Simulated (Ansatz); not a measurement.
Saddle point of GeH$_{2}$O, closed shell (GeO + H₂ → GeH₂O ([OH][GeH]); bonds formed: H1–O2, Ge3–H4; bonds broken: H1–H4), PBE0-D4/def2-TZVP structure:

```csv
atom,x (Å),y (Å),z (Å)
H1,-0.4099,-0.3080,-0.3642
O2,0.8769,-0.7502,-0.1792
Ge3,0.6283,0.6876,0.7047
H4,-1.0953,0.3706,-0.1613
```

Energies are electronic, without zero-point energy. Barriers and step energies count from the start structure reached by relaxing down the imaginary mode; all methods use the PBE0-D4 structures, on which another method's saddle can fall below an end. Ansatz 0.2.0; basis: def2-TZVPP, with def2-QZVPP for the basis limit; cores frozen in the correlated methods. Filled d shells of the heavier atoms are correlated. The def2 sets are not built for correlating such inner shells, so the correlated values are less sure here. B3LYP uses VWN-RPA correlation. Extrapolation: Hartree–Fock as exp(−7.88 √X), correlation as X^−2.97.

```json
{"method": "SPW92", "barrier (kcal/mol)": "?", "step energy (kcal/mol)": "-17.72"}
{"method": "PBE-D4", "barrier (kcal/mol)": "?", "step energy (kcal/mol)": "-10.83"}
{"method": "BLYP-D4", "barrier (kcal/mol)": "35.45", "step energy (kcal/mol)": "-6.84"}
{"method": "r2SCAN-D4", "barrier (kcal/mol)": "32.44", "step energy (kcal/mol)": "-12.82"}
{"method": "B97M-V", "barrier (kcal/mol)": "33.16", "step energy (kcal/mol)": "-15.32"}
{"method": "PBE0-D4", "barrier (kcal/mol)": "31.08", "step energy (kcal/mol)": "-16.72"}
{"method": "B3LYP-D4", "barrier (kcal/mol)": "35.34", "step energy (kcal/mol)": "-12.24"}
{"method": "r2SCAN0-D4", "barrier (kcal/mol)": "32.52", "step energy (kcal/mol)": "-17.54"}
{"method": "BHLYP-D4", "barrier (kcal/mol)": "36.25", "step energy (kcal/mol)": "-18.81"}
{"method": "CAM-B3LYP-D4", "barrier (kcal/mol)": "35.26", "step energy (kcal/mol)": "-14.80"}
{"method": "wB97X-V", "barrier (kcal/mol)": "35.42", "step energy (kcal/mol)": "-15.32"}
{"method": "wB97M-V", "barrier (kcal/mol)": "35.12", "step energy (kcal/mol)": "-14.79"}
{"method": "B2PLYP", "barrier (kcal/mol)": "38.48", "step energy (kcal/mol)": "-8.19"}
{"method": "PBE-QIDH", "barrier (kcal/mol)": "34.83", "step energy (kcal/mol)": "-14.58"}
{"method": "RPA on PBE", "barrier (kcal/mol)": "?", "step energy (kcal/mol)": "-8.34"}
{"method": "HF", "barrier (kcal/mol)": "42.66", "step energy (kcal/mol)": "-23.87"}
{"method": "MP2", "barrier (kcal/mol)": "39.85", "step energy (kcal/mol)": "-5.21"}
{"method": "CCSD", "barrier (kcal/mol)": "38.14", "step energy (kcal/mol)": "-14.54"}
{"method": "CCSD(T)", "barrier (kcal/mol)": "38.23", "step energy (kcal/mol)": "-10.57"}
```

Q: Fill in the withheld barriers. (Judge from chemistry; the value comes from the calculation.)

A: The calculation gives: PBE-D4 30.48; SPW92 22.21; RPA on PBE 38.70 kcal/mol. Each is the energy of the saddle less that of the start structure, by the same method.

For comparison, the barrier by CCSD(T) at an estimated basis limit (MP2 extrapolated from triple and quadruple zeta, plus CCSD(T) − MP2 in triple zeta) is 37.63 kcal/mol.

T1 diagnostic: at most 0.027. The T1 diagnostic is large here, which may signal multireference character or strong orbital relaxation, so CCSD(T) is less sure.

Labels in which every atom is bracketed show which atoms are joined, not bond orders.

For scale, one of the runs: CCSD(T)/def2-TZVPP, 107 basis functions, launched by `ansatz run in.yaml --threads 2 --pin off --events-out ev --progress --plain --max-ram 4352MiB`. The run took about 4.8 s on 2 CPU threads of an Arm Neoverse V1 (shared host).
